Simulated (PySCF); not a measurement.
PySCF input file for BrClHInO, SMILES [Br][In]([Cl])[OH], B3LYP-D3(BJ)/def2-SVP. Coordinates come from a B3LYP-D3(BJ)/def2-SVP optimisation. The structure was generated by enumeration; whether it is a known compound was not checked. The def2 effective core potentials stand for the cores of In; spin–orbit coupling is left out. The values are those of a single conformer.

```python
import numpy as np
from pyscf import gto, scf, dft, df
from pyscf.hessian import thermo

mol = gto.M(
    atom='''
    In    0.29272365    0.45488141    0.00000000
    Cl   -1.38607535    2.10292945    0.00000000
    Br   -0.30753924   -1.94198372    0.00000000
    O     2.21077566    0.99610092    0.00000000
    H     2.29749015    1.96163301    0.00000000
    ''',
    basis='def2-SVP',
    ecp={'In': 'def2-svp'},
    charge=0,
    spin=0,
    max_memory=1600,
    verbose=3,
)
mf = dft.RKS(mol, xc='b3lyp').density_fit(auxbasis='def2-universal-jkfit')
mf.disp = 'd3bj'
mf.grids.level = 3
mf.conv_tol = 1e-11
mf.max_cycle = 100
mf.kernel()

# [left out here: the lines that compute and print the analytic Hessian (its translational invariance restored by hand, since the grid's response is missing), thermochemistry and intensities]
```

Program output:

```
converged SCF energy = -3300.02243905623

WARN: DFTD3 does not support analytical Hessian, using finite difference


WARN: Mole.unit (angstrom) is changed to Bohr

Mode                                 0                   1                   2
Irrep
Freq [cm^-1]                       76.3850            104.7838            112.2932
Reduced mass [au]                  40.8019             16.6615              7.6206
Force const [Dyne/A]                0.1403              0.1078              0.0566
Char temp [K]                     109.9010            150.7606            161.5649
Normal mode                   x     y     z       x     y     z       x     y     z
       0  In                 0.05  0.00 -0.00    0.00 -0.00  0.06    0.01 -0.02 -0.00
       1  Cl                -0.05 -0.10  0.00    0.00 -0.00 -0.06    0.05  0.03  0.00
       2  Br                -0.05  0.03  0.00   -0.00 -0.00 -0.03   -0.02 -0.02  0.00
       3   O                 0.03  0.05  0.00   -0.00  0.00 -0.15   -0.05  0.20  0.00
       4   H                 0.00  0.05  0.00   -0.00  0.00 -0.17   -0.20  0.21  0.00
Mode                                 3                   4                   5
Irrep
Freq [cm^-1]                      253.1502            279.5397            366.9746
Reduced mass [au]                  60.7243              1.0826             42.7620
Force const [Dyne/A]                2.2928              0.0498              3.3930
Char temp [K]                     364.2268            402.1954            527.9947
Normal mode                   x     y     z       x     y     z       x     y     z
       0  In                 0.02  0.05 -0.00    0.00 -0.00  0.00   -0.03  0.04 -0.00
       1  Cl                -0.03  0.03 -0.00   -0.00 -0.00 -0.00    0.10 -0.10  0.00
       2  Br                -0.02 -0.08  0.00    0.00  0.00  0.00   -0.00 -0.01  0.00
       3   O                 0.04  0.01 -0.00   -0.00 -0.00 -0.07   -0.02 -0.00  0.00
       4   H                 0.05  0.01  0.00    0.00 -0.00  0.96   -0.00 -0.00  0.00
Mode                                 6                   7                   8
Irrep
Freq [cm^-1]                      609.3426            842.2728           3803.9780
Reduced mass [au]                  14.7989              1.0768              1.0671
Force const [Dyne/A]                3.2374              0.4501              9.0979
Char temp [K]                     876.7084           1211.8431           5473.0774
Normal mode                   x     y     z       x     y     z       x     y     z
       0  In                -0.03 -0.01  0.00   -0.00 -0.01 -0.00    0.00 -0.00  0.00
       1  Cl                 0.00 -0.00 -0.00    0.00  0.00  0.00    0.00 -0.00 -0.00
       2  Br                 0.00  0.00 -0.00   -0.00 -0.00  0.00    0.00  0.00 -0.00
       3   O                 0.22  0.06 -0.00   -0.04  0.05  0.00   -0.01 -0.06  0.00
       4   H                 0.08  0.08  0.00    0.96 -0.06  0.00    0.10  0.96 -0.00
temperature 298.1500 [K]
pressure 101325.00 [Pa]
Rotational constants [GHz] 2.99052 1.00838 0.75410
Symmetry number 1
Zero-point energy (ZPE) 0.01469 [Eh]   38571.911 [J/mol]
                           tot       elec      trans        rot        vib
Entropy [J/mol/K]       365.152      0.000    177.466    122.747     64.939
Cv [J/mol/K]             77.052      0.000     12.472     12.472     52.108
Cp [J/mol/K]             85.366      0.000     20.786     12.472     52.108
Internal energy [J/mol]                      3718.434   3718.434  48315.033
Internal energy [Eh]   -3300.00120  -3300.02244
Enthalpy [J/mol]                             6197.391   3718.434  48315.033
Enthalpy [Eh]          -3300.00026
Gibbs free energy [J/mol]                  -46714.169 -32878.517  28953.577
Gibbs free energy [Eh] -3300.04173
static polarisability / bohr^3: [[60.294 -0.888 -0.   ]
 [-0.891 79.782 -0.   ]
 [-0.    -0.    36.478]]
largest difference of analytic and finite-field dipole derivatives / e: 0.0013718913262987797
mode   freq/cm-1   IR/(km/mol)   Raman/(A^4/amu)   depolarisation
   1       76.38         3.872             2.626            0.725
   2      104.78        11.913             0.106            0.750
   3      112.29        18.253             3.019            0.750
   4      253.15        17.746            11.619            0.150
   5      279.54       101.591             0.584            0.750
   6      366.97        45.139            10.554            0.254
   7      609.34        59.828            20.074            0.197
   8      842.27        76.921             0.999            0.738
   9     3803.98        76.154           163.009            0.276
max |gradient| / (hartree/bohr): 0.00014887712423253426
APT charges: [ 1.4773 -0.5363 -0.4487 -0.7395  0.2472]
```

Self-consistency was reached.
